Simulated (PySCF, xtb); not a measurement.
BrFHInO, SMILES [OH][In]([F])[Br]. The values are those of a single conformer.

Harmonic wavenumbers (cm⁻¹) from xtb with GFN2-xTB at its own minimum, in rising order: 68, 87, 102, 235, 300, 348, 446, 751, 3579.

Q: What does PySCF with PBE-D3(BJ)/def2-SVP give at its own minimum? (The exact figures need the calculation; the answer reports its results.)

A: 84, 111, 113, 252, 281, 574, 596, 861, 3679. Paired by order, the mean absolute difference is 75 cm⁻¹ and the zero-point energies are 8.5 and 9.4 kcal/mol.
